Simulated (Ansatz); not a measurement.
`CN1C[SiH]1F` + H₂ → `CN1C[SiH2]1` + H–F  (hydrogenolysis of the Si–F bond)

Computed with Ansatz on PBE0-D4/def2-TZVP structures; ΔE is electronic, products minus reactants. CBS: MP2 limit from def2 TZ/QZ plus the TZ coupled-cluster correction, frozen cores. This one scheme is used for every species. DFT in def2-TZVPP.

```
      species  B97M-V energy (Eh)
`CN1C[SiH]1F`          -523.92765
           H₂            -1.17250
`CN1C[SiH2]1`          -424.60114
          H–F          -100.45017
```

Q: Work out ΔE.

A: ΔE = (-424.60114) + (-100.45017) − (-523.92765) − (-1.17250) = 0.04884 Eh = +128.2 kJ/mol. CCSD(T)/CBS gives +119.4 kJ/mol.

Largest T1 diagnostic among the species: 0.012.

From r2SCAN to r2SCAN0 (25 % exact exchange), in def2-TZVPP and without D4, ΔE moves by −3.0 kJ/mol. Leaving LDA and LC-ωPBE aside and taking each functional with its dispersion term where it has one, the values, not all of them listed here, spread over 14.0 kJ/mol, from revPBE-D4 to CAM-B3LYP-D4.
